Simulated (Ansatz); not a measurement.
A run for Ansatz (a program for electronic structure): R-PBE/def2-TZVPP on BH3N (SMILES B=[NH2+]), atoms moved off the minimum. Charge +1.

Ansatz 0.2 input:
```yaml
crystal:
  periodic: [false, false, false]
  atoms:
    - {symbol: B, position_ang: [0.73602742, -0.00354862, 0.26809772]}
    - {symbol: N, position_ang: [-0.60821945, -0.02260783, -0.25044678]}
    - {symbol: H, position_ang: [1.69339603, -0.13396259, 0.77727395]}
    - {symbol: H, position_ang: [-1.01272584, 0.86767008, -0.38863471]}
    - {symbol: H, position_ang: [-1.01795316, -0.71291966, -0.31972669]}
basis:
  gaussian:
    orbitals: def2-TZVPP
hamiltonian:
  xc: {name: PBE}
total_charge: 1
scf: {lower_state_search: off}
output: {forces: true}
```

Program output:

```
WARN ansatz: RAYON_NUM_THREADS=1 ignored (pool sized by the plan → 1); use --threads N
Functional definition: PBE
these checks for a lower state are left out or cut short: stability, starts, cluster_reference, orbital_swaps, neighbouring_geometries, increment
integrals: 0.02 GiB planned
501 factors; their error is unknown
mean field: 0.20 GiB planned
mean field evaluation 1: about -2181.7807 eV, gradient 1.1e2 eV
mean field evaluation 2: about -2097.7580 eV, gradient 1.8e2 eV
mean field evaluation 4: about -2201.9585 eV, gradient 1.5e1 eV
mean field evaluation 8: about -2202.5477 eV, gradient 1.3e-1 eV
mean field evaluation 16: about -2202.5414 eV, gradient 2.5e-4 eV
mean field -2202.54137329 eV, -80.9419025323 hartree, gradient 2.5e-6 eV, S^2 0.000000; 0 other end points of the search recorded, 0 dependent functions left out
the calculation of the forces begins
reference -2202.54140284 eV, -80.9419036182 hartree; 7, 7 occupied and 97, 97 virtual orbitals, 501 factors
Total energy: -2202.54140284 eV, -80.9419036182 hartree
Atom 0 at     0.736027    -0.003549     0.268098 Å, force    -7.080133    -0.377631    -2.748846 eV/Å
Atom 1 at    -0.608219    -0.022608    -0.250447 Å, force    15.587001    15.321631     3.954808 eV/Å
Atom 2 at     1.693396    -0.133963     0.777274 Å, force     2.701001    -0.056078     1.167080 eV/Å
Atom 3 at    -1.012726     0.867670    -0.388635 Å, force    -1.158540     1.272936    -0.484326 eV/Å
Atom 4 at    -1.017953    -0.712920    -0.319727 Å, force   -10.049329   -16.160857    -1.888715 eV/Å
Dipole moment:     0.236868     0.087120     0.108735 e Å
Checks for a lower state left out: stability, starts, cluster_reference, orbital_swaps, neighbouring_geometries, increment
```

The run converged.

Cost: about 1.1 core-seconds (a rough figure).
